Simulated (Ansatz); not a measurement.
`F[SiH2]O[SiH2]Cl`: the same geometry under several functionals.

```yaml
crystal:
  periodic: [false, false, false]
  atoms:
    - {symbol: F, position_ang: [-1.949893, -0.092932, -1.427657]}
    - {symbol: Si, position_ang: [-0.674619, -0.965297, -1.042059]}
    - {symbol: O, position_ang: [-0.059854, -0.419236, 0.358930]}
    - {symbol: Si, position_ang: [0.646356, 0.792703, 1.180760]}
    - {symbol: Cl, position_ang: [1.763743, 1.943881, -0.094663]}
    - {symbol: H, position_ang: [0.312972, -0.818905, -2.130468]}
    - {symbol: H, position_ang: [-1.120909, -2.356005, -0.833046]}
    - {symbol: H, position_ang: [-0.384674, 1.660200, 1.784714]}
    - {symbol: H, position_ang: [1.555480, 0.209391, 2.186390]}
basis:
  gaussian: {orbitals: def2-TZVPP}
hamiltonian: {xc: {name: LC-wPBE}}
output: {orbitals: {seedname: orbitals}}
```

```sh
$ ansatz run in.yaml --threads 4 --pin off --events-out ev --progress --plain --max-ram 10444MiB
```

Output, abridged:

```
Functional definition: LC-wPBE
1413 factors; their error is unknown
420 factors; integrals over basis functions are off by at most 2.8e-5 eV
mean field evaluation 1: about -33099.8264 eV, gradient 5.7e1 eV
mean field evaluation 2: about -33098.8416 eV, gradient 6.5e1 eV
mean field evaluation 4: about -33104.8219 eV, gradient 2.2e0 eV
mean field evaluation 8: about -33104.8308 eV, gradient 2.7e-2 eV
mean field evaluation 16: about -33104.7901 eV, gradient 6.0e-5 eV
mean field -33104.79013033 eV, -1216.5785980568 hartree, gradient 6.0e-5 eV, S^2 0.000000; 0 other end points of the search recorded, 0 dependent functions left out
reference -33104.79013033 eV, -1216.5785980571 hartree; 33, 33 occupied and 211, 211 virtual orbitals, 1413 factors
Total energy: -33104.79013033 eV, -1216.5785980571 hartree
```

Run time 4.1 s (4 threads of an Arm Neoverse N1 on a shared host); peak host memory 0.46 GiB.

The same input with `hamiltonian: {xc: pbe, dispersion: d4}` and forces (abridged; 3.9 s):

```
Functional definition: PBE
mean field evaluation 16: about -33097.3794 eV, gradient 1.7e-4 eV
mean field -33097.37935205 eV, -1216.3062569784 hartree, gradient 4.1e-5 eV, S^2 0.000000
Total energy: -33097.60717729 eV, -1216.3146294014 hartree
Atom 0 force    -0.522719     0.340633    -0.174325 eV/Å
Atom 1 force     0.211949    -0.342856    -0.209472 eV/Å
Atom 2 force    -0.024076    -0.257041     0.223417 eV/Å
Atom 3 force     0.112333     0.219283     0.221212 eV/Å
Atom 4 force     0.165347     0.175636    -0.170242 eV/Å
Atom 5 force     0.128298     0.012589    -0.131216 eV/Å
Atom 6 force    -0.045667    -0.172961     0.035378 eV/Å
Atom 7 force    -0.128317     0.100344     0.079787 eV/Å
Atom 8 force     0.102850    -0.075628     0.125462 eV/Å
Dipole moment:     0.073182    -0.200136     0.154022 e Å
```

The same input with `hamiltonian: {xc: {name: wB97M-V}}` and forces (abridged; 19 s):

```
Functional definition: wB97M-V
mean field evaluation 16: about -33112.8130 eV, gradient 2.3e-5 eV
mean field -33112.81298407 eV, -1216.8734324936 hartree, gradient 2.3e-5 eV, S^2 0.000000
Total energy: -33112.81303659 eV, -1216.8734344240 hartree
Atom 0 force    -0.106126     0.078460    -0.032069 eV/Å
Atom 1 force     0.126280    -0.280305    -0.165462 eV/Å
Atom 2 force     0.004831    -0.025426     0.033789 eV/Å
Atom 3 force     0.001933     0.079418     0.300983 eV/Å
Atom 4 force     0.020432     0.018516    -0.040167 eV/Å
Atom 5 force    -0.120351    -0.015821     0.136713 eV/Å
Atom 6 force     0.058692     0.177284    -0.032630 eV/Å
Atom 7 force     0.131314    -0.109783    -0.075127 eV/Å
Atom 8 force    -0.117005     0.077656    -0.126030 eV/Å
Dipole moment:     0.077901    -0.211439     0.161898 e Å
```

The same input with `hamiltonian: {xc: pbe0, dispersion: d4}` (abridged; 5 s):

```
Functional definition: PBE0
mean field -33100.11441525 eV, -1216.4067686972 hartree, gradient 6.8e-5 eV, S^2 0.000000
Total energy: -33100.30929208 eV, -1216.4139302885 hartree
```

With the line `hamiltonian: {xc: r2scan, dispersion: d4}` and forces (abridged; 7.5 s):

```
Functional definition: r2SCAN
mean field evaluation 16: about -33111.4790 eV, gradient 3.3e-5 eV
mean field -33111.47898804 eV, -1216.8244090439 hartree, gradient 3.3e-5 eV, S^2 0.000000
Total energy: -33111.53430267 eV, -1216.8264418191 hartree
Atom 0 force    -0.030051     0.023035    -0.007973 eV/Å
Atom 1 force     0.013488    -0.057071    -0.047055 eV/Å
Atom 2 force    -0.006089    -0.023878     0.029490 eV/Å
Atom 3 force     0.000945     0.011043     0.062112 eV/Å
Atom 4 force     0.030008     0.033104    -0.033266 eV/Å
Atom 5 force    -0.018589    -0.011112     0.021907 eV/Å
Atom 6 force     0.016665     0.030550    -0.011508 eV/Å
Atom 7 force     0.020382    -0.021444    -0.001595 eV/Å
Atom 8 force    -0.026758     0.015773    -0.012112 eV/Å
Dipole moment:     0.072373    -0.209784     0.160959 e Å
```

With the line `hamiltonian: {xc: {name: B2PLYP}}` (abridged; 8 s):

```
Functional definition: B2PLYP
mean field evaluation 16: about -33095.1153 eV, gradient 6.3e-5 eV
mean field -33095.11528225 eV, -1216.2230539479 hartree, gradient 3.5e-6 eV, S^2 0.000000
17 core orbitals not correlated: weight in the atoms' cores, before any rotation towards them, 1.000 or more for the frozen orbitals, at most 0.000 for the correlated occupied ones
second order -29.74717961 eV of doubles, -0.00000000 eV of singles
Total energy: -33103.14720591 eV, -1216.5182216980 hartree
```
